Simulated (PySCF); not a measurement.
Levels of Er³⁹⁺ from EOM-EA-GCCSD

Reference: closed-shell Er⁴⁰⁺, [Ar] 3d10; one electron is added. Calculated with PySCF 2.14, two-component X2C-1e with screened spin-orbit coupling, an uncontracted even-tempered set (18 s from 2.9 bohr⁻², ratio 2.6; 15 p from 3.8 bohr⁻², ratio 2.6; 10 d from 3.8 bohr⁻², ratio 2.6; 5 f from 3.9 bohr⁻², ratio 2.8); frozen [Ar]; the 98 highest virtual spinors dropped; of the others 70 kept and the rest restored at second order. No Breit or QED terms. Binding energies in eV.

| level | Koopmans | second order | EOM-CCSD |
| --- | --- | --- | --- |
| 4s1/2 | 1857.1 | 1858.5 | 1858.5 |
| 4p1/2 | 1772.8 | 1774.1 | 1774.1 |
| 4p3/2 | 1705.9 | 1707.2 | 1707.1 |

Electric-dipole lines between these computed levels:

```csv
lower,upper,ΔE (eV),vacuum wavelength (nm)
4s1/2,4p1/2,84.382,14.69
4s1/2,4p3/2,151.35,8.192
```

For comparison, the ionisation energy of Er³⁹⁺ is 1858.5 ± 0.5 eV (semi-empirical (NIST evaluation); NIST Atomic Spectra Database, ionization energies).
